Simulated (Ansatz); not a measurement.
Geometry optimisation, Ansatz 0.2.0, RKS PBE/def2-SVP.

Input file:

```yaml
crystal:
  periodic: [false, false, false]
  atoms:
    - { symbol: C, position_ang: [-1.4242, 1.1178, 0.5723] }
    - { symbol: Te, position_ang: [0.4722, 1.1978, 1.4496] }
    - { symbol: Ge, position_ang: [1.0301, -1.0202, 0.3031] }
    - { symbol: "N", position_ang: [1.1258, -0.7908, -1.5378] }
    - { symbol: H, position_ang: [-1.9901, 0.217, 0.8258] }
    - { symbol: H, position_ang: [-2.0594, 2.048, 0.9204] }
    - { symbol: H, position_ang: [-1.3515, 1.2183, -0.5395] }
    - { symbol: H, position_ang: [0.0571, -2.0784, 0.7089] }
    - { symbol: H, position_ang: [2.4774, -1.4571, 0.815] }
    - { symbol: H, position_ang: [0.0801, -0.5331, -1.7765] }
    - { symbol: H, position_ang: [1.6477, 0.0237, -1.7206] }
basis:
  gaussian: { orbitals: def2-SVP }
hamiltonian:
  xc: pbe
relax:
  f_tol: 0.02
  max_steps: 50
```

Launched with:

```bash
$ ansatz run input.yaml --threads 2 --pin off --max-ram 3072MiB --backend cpu --events-out ev --progress --plain --runs-dir out
```

Problem. Where does it end, and by what steps?

Solution. The run converged. The force dipped under the threshold on the way, but the program's further checks kept it going. After 7 steps the energy has fallen by 0.464 eV; H10 moved furthest, 0.40 Å.

```json
{"step": "0", "energy less start (eV)": "0.0000", "largest force component (eV/Å)": "3.788", "accepted": "yes"}
{"step": "1", "energy less start (eV)": "-0.3888", "largest force component (eV/Å)": "0.971", "accepted": "yes"}
{"step": "2", "energy less start (eV)": "-0.4381", "largest force component (eV/Å)": "0.435", "accepted": "yes"}
{"step": "3", "energy less start (eV)": "-0.4554", "largest force component (eV/Å)": "0.278", "accepted": "yes"}
{"step": "4", "energy less start (eV)": "-0.4610", "largest force component (eV/Å)": "0.153", "accepted": "yes"}
{"step": "5", "energy less start (eV)": "-0.4637", "largest force component (eV/Å)": "0.035", "accepted": "yes"}
{"step": "6", "energy less start (eV)": "-0.4641", "largest force component (eV/Å)": "0.014", "accepted": "yes"}
{"step": "7", "energy less start (eV)": "-0.4642", "largest force component (eV/Å)": "0.013", "accepted": "yes"}
```

```xyz
11
Properties=species:S:1:pos:R:3
C -1.585 1.224 0.665
Te 0.416 1.184 1.560
Ge 1.094 -0.983 0.289
N 1.220 -0.884 -1.563
H -2.162 0.341 0.994
H -2.076 2.148 1.023
H -1.499 1.252 -0.436
H 0.036 -2.090 0.556
H 2.495 -1.373 0.829
H 0.305 -0.763 -2.014
H 1.821 -0.113 -1.881
```

Whether the end is a true minimum wasn't checked by a vibrational analysis.

Run time: 17 s on 2 threads of Intel(R) Xeon(R) Platinum 8559C (Emerald Rapids), with other jobs on the host, peak memory 0.19 GiB.
